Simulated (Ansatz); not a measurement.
Cost and result for the atomization energy of `B1N=C[Se]1` (6 atoms, 6 bonds).

The species carries charge 0 and has multiplicity 1. Correlated methods include outer-core shells of Se, which these sets cover unevenly. Scalar relativity is left out up to krypton. All single points use the PBE0-D4/def2-TZVP geometry. Program: Ansatz. All runs use 2 threads of an Intel Xeon 6975P-C on a shared host. Times are those of one run each, without the atoms' runs, and a repeat can differ threefold. Electronic energies, without spin–orbit coupling; frozen cores. CCSD(T)/CBS adds CCSD(T) − MP2 in def2-TZVPP to the MP2 limit, and its time is that of the two runs behind it. T1 = 0.014. With those shells the extrapolation isn't a true limit. HSE06 is the plane-wave form, built on full-range PBE exchange.

CCSD(T)/CBS is a level of theory with its own doubt, some kJ/mol a heavy atom from the limit and from the frozen cores, so smaller differences don't rank the functionals.

```tsv
level	functions	wall time	atomization (kJ/mol)	difference from CCSD(T)/CBS	per bond
revPBE-D4/def2-TZVPP	169	1.1 s	2314.3	55.6	9.3
PBE-D4/def2-TZVPP (with forces)	169	1.3 s	2390.6	131.9	22.0
PBE0-D4/def2-TZVPP	169	1.5 s	2305.5	46.8	7.8
HSE06-D4/def2-TZVPP	169	1.7 s	2307.9	49.2	8.2
CAM-B3LYP-D4/def2-TZVPP	169	2 s	2264.7	6.0	0.8
r2SCANh-D4/def2-TZVPP	169	2.4 s	2264.7	6.0	1.0
CCSD(T)/def2-SVP	84	2.5 s	2112.6	-146.1	-24.3
r2SCAN-D4/def2-TZVPP (with forces)	169	2.6 s	2292.0	33.3	5.5
ωB97X-V/def2-TZVPP	169	4 s	2275.4	16.7	2.8
B97M-V/def2-TZVPP	169	4.2 s	2283.1	24.4	4.1
MP2/def2-QZVPP	320	10 s	2312.6	53.9	9.0
CCSD(T)/def2-TZVPP	169	17 s	2182.0	-76.7	-12.8
CCSD(T)/CBS(def2)	–	27 s	2258.7	0.0	0.0
```

At CCSD(T), def2-SVP lies −146.2 kJ/mol from the extrapolated value and def2-TZVPP −76.8 kJ/mol: correlation converges slowly with the basis, and small sets miss more of it in the bonded molecule than in its fragments. From PBE to PBE0 (25 % exact exchange), in def2-TZVPP and without D4, the atomization energy moves by −82.9 kJ/mol: exact exchange takes away binding that semilocal exchange gives to molecules. In def2-TZVPP, CCSD(T) changes the Hartree–Fock value by +700.2 kJ/mol (the triples alone add +66.0 kJ/mol) and MP2 by +785.8 kJ/mol; breaking electron pairs costs correlation energy, which Hartree–Fock lacks.
